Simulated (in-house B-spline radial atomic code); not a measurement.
# HSE06 excitations of V5+

Method: HSE06. Computed with an all-electron radial atomic-structure program (B-spline basis): linear response of the closed shell [Ne] 3s2 3p6 with the functional's adiabatic kernel; scalar-relativistic (spin-free one-electron X2C), finite nucleus, no spin-orbit coupling, no double excitations, S, P, D and F terms only. Only terms of natural parity with L up to 3 were computed.

Command:
```bash
python run_td.py task.json out
```
Settings (radii: box in bohr, nucleus in fm):
```
Z                        23
electrons                18
configuration            [Ne] 3s2 3p6
hamiltonian              x2c
method                   hse06
box_radius               16.35
rms_radius               3.6002
intervals                71
```

Time taken, with all properties: 1.2 s on 1 thread of Intel(R) Xeon(R) Platinum 8375C CPU @ 2.90GHz (Ice Lake), with other jobs on the host.

The lowest states, in the order of their Tamm-Dancoff energies; the method's threshold (minus the highest occupied level) is 120.08 eV. Labels give the largest channel, * marks a mixed state, and oscillator strengths are full-response dipole values. Semilocal kernels can invert the small singlet-triplet splittings of Rydberg terms. Energies in eV:

```
     state  full response  Tamm-Dancoff  oscillator strength
3p → 3d 3P          38.52         38.66                    -
3p → 3d 3F          39.09         39.32                    -
3p → 3d 1F          42.95         42.96                    -
3p → 3d 1P          55.09         57.55                 3.84
3p → 4s 3P          66.48         66.50                    -
3p → 4s 1P          67.34         67.40                0.246
3s → 3d 3D          68.86         68.93                    -
3p → 4p 3S          73.46         73.50                    -
3s → 3d 1D          73.41         73.51                    -
3p → 4p 3D          74.40         74.41                    -
3p → 4p 1D          75.01         75.03                    -
3p → 4p 1S              ?             ?                    -
3p → 4d 3P          85.91         85.92                    -
3p → 4d 3F          86.14         86.15                    -
3p → 4d 1F          86.48         86.48                    -
3p → 4d 1P          87.29         87.46               0.0631
3p → 5s 3P              ?             ?                    -
3p → 5s 1P          93.40         93.41               0.0688
3p → 4f 3D          94.07         94.07                    -
3p → 4f 1D          94.68         94.69                    -
```

Where does 3p → 4p 1S lie?

At 78.08 eV in full response, 78.32 eV in Tamm-Dancoff.

Where does 3p → 5s 3P lie?

At 93.15 eV in full response, 93.15 eV in Tamm-Dancoff.

How large is the singlet-triplet splitting of 3p → 3d (F terms) in Tamm-Dancoff?

3.64 eV, from the unrounded values.

What polarisabilities and dispersion coefficient does the method give?

Dipole 1.079 bohr³, quadrupole 1.135 bohr⁵, C6 1.958 hartree·bohr⁶ for two such species.
